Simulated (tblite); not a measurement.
Compound: C6H13OP.
InChI=1S/C6H13OP/c1-6(2,3)8(7)4-5-8/h4-5H2,1-3H3

All values are computed: GFN2-xTB (tblite) harmonic vibrations without scaling, gas phase. Against measured fundamentals such values can be off by several per cent, at times by over 20.

Harmonic wavenumbers (cm⁻¹): 27.6, 140.3, 175.6, 195.8, 214.5, 234.6, 242.1, 266.0, 291.2, 319.7, 351.0, 389.9, 399.0, 573.6, 677.7, 723.1, 734.8, 766.4, 852.2, 878.4, 961.1, 965.8, 969.2, 1011.5, 1020.8, 1029.0, 1042.2, 1053.9, 1128.5, 1199.7, 1233.9, 1248.0, 1270.2, 1382.8, 1400.1, 1400.3, 1404.1, 1421.7, 1474.4, 1482.8, 1485.2, 1489.0, 1498.4, 1501.3, 3008.0, 3011.2, 3012.5, 3013.5, 3018.7, 3025.4, 3028.5, 3033.8, 3037.0, 3049.5, 3053.5, 3074.1, 3087.8.

A = 2405, B = 1489, C = 1274 MHz; mass 132.070 u (most abundant isotopes); point group Cs, symmetry number 1.

Q: Zero-point energy?

A: Half the sum of the wavenumbers: 38990 cm⁻¹ = 111.48 kcal/mol.

Q: Give the ideal-gas entropy at 200 K and 1 bar in the rigid-rotor, harmonic-oscillator model (classical rotation).

A: Translation 38.59, rotation 27.46, vibration 18.67: S = 84.7 cal/(mol K).

Q: And Cp and H(200 K) − H(0)?

A: Cp = 30.31 cal/(mol K), of which vibrations give 22.36 (their classical limit is 57 R = 113.3); H(200 K) − H(0) = 3.71 kcal/mol without the zero-point energy, 2.12 from vibrations.

Q: Blend soft modes into free rotors: weight 1/[1 + (100 cm⁻¹/ν̃)⁴] for the oscillator and the rest for a rotor with moment μB/(μ + B), μ = h/(8π²ν), B = 10⁻⁴⁴ kg m². What vibrational entropy results?

A: 17.35 cal/(mol K) in place of 18.67, which changes −T·S at 200 K by +0.26 kcal/mol.

Q: How do the functions run with temperature in this model?

A: 
```json
{"T (K)": "150", "S (cal/(mol K))": "76.8", "Cp (cal/(mol K))": "25.0", "H − H(0) (kcal/mol)": "2.32", "G − H(0) (kcal/mol)": "-9.20", "ln q(vib)": "2.76"}
{"T (K)": "250", "S (cal/(mol K))": "92.0", "Cp (cal/(mol K))": "35.6", "H − H(0) (kcal/mol)": "5.35", "G − H(0) (kcal/mol)": "-17.66", "ln q(vib)": "5.41"}
{"T (K)": "298.15", "S (cal/(mol K))": "98.8", "Cp (cal/(mol K))": "40.8", "H − H(0) (kcal/mol)": "7.19", "G − H(0) (kcal/mol)": "-22.25", "ln q(vib)": "6.72"}
{"T (K)": "400", "S (cal/(mol K))": "112.3", "Cp (cal/(mol K))": "51.5", "H − H(0) (kcal/mol)": "11.90", "G − H(0) (kcal/mol)": "-33.00", "ln q(vib)": "9.51"}
{"T (K)": "600", "S (cal/(mol K))": "136.6", "Cp (cal/(mol K))": "68.4", "H − H(0) (kcal/mol)": "24.00", "G − H(0) (kcal/mol)": "-57.94", "ln q(vib)": "14.96"}
{"T (K)": "900", "S (cal/(mol K))": "167.7", "Cp (cal/(mol K))": "85.0", "H − H(0) (kcal/mol)": "47.21", "G − H(0) (kcal/mol)": "-103.72", "ln q(vib)": "22.74"}
```

q(vib) and H(0) count from the zero-point level.

Q: What must be added to the electronic energy to get the Gibbs energy at 200 K and 1 bar?

A: ZPE + [H(200 K) − H(0)] − T·S = 111.48 + 3.71 − 16.94 = 98.25 kcal/mol.

Q: Which modes carry the vibrational entropy at 200 K?

A: 27.6 cm⁻¹: 5.20; 140.3 cm⁻¹: 2.05; 175.6 cm⁻¹: 1.65; 195.8 cm⁻¹: 1.46; 214.5 cm⁻¹: 1.31; 234.6 cm⁻¹: 1.17 cal/(mol K); the other 51 give 5.82 together.

Hindered rotation and anharmonicity are outside this model.

Conformer computed: `[CH3:1][C:2]([CH3:3])([CH3:4])[P:5]1(=[O:6])[CH2:7][CH2:8]1`: C1–C2–P5–O6 -59°.
